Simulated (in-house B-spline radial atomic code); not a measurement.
**Ionising Rb⁵⁺ with different functionals**

Computed with a radial B-spline atomic code at the basis-set limit: scalar-relativistic (spin-free X2C) Hamiltonian, Fermi nucleus of rms radius 4.2036 fm, spin-polarised at highest spin, spherical fractional occupations for the functionals, the average over the highest-spin determinants for Hartree-Fock. The ionisation energy is the difference of two self-consistent energies, [Ar] 3d10 4s2 4p2 → [Ar] 3d10 4s2 4p1, without Breit or QED terms; ε is the level of the shell that loses the electron (its least bound occupied spin orbital). There is no spin-orbit coupling in this Hamiltonian.

Hybrids are left out here: with spherical fractional occupations of an open shell their exact exchange keeps a self-interaction that integer-occupation calculations don't have.

```csv
method,rung,ΔSCF (eV),-ε(4p) (eV)
Hartree-Fock,Hartree-Fock,82.74,83.06
LDA VWN5,LDA,83.76,76.41
LDA PW92,LDA,83.75,76.40
LDA exchange-only,LDA,82.41,75.12
PBE,GGA,83.54,76.28
PBEsol,GGA,83.58,76.30
BLYP,GGA,83.43,76.08
RPBE,GGA,83.48,76.25
PW91,GGA,83.66,76.38
BP86,GGA,83.67,76.37
AM05,GGA,83.57,76.28
OLYP,GGA,83.69,76.46
TPSS,meta-GGA,83.64,76.44
SCAN,meta-GGA,83.96,76.86
r2SCAN,meta-GGA,83.95,76.84
revTPSS,meta-GGA,83.64,76.46
```

Task: How do they compare with the NIST value?

Result: NIST lists 83 eV ± 2 (tabulated theory, ground level to ground level). Errors run from -0.49 to +1.06 eV; all lie within about twice that uncertainty, so the table can't rank the methods. Hartree-Fock also lacks correlation.
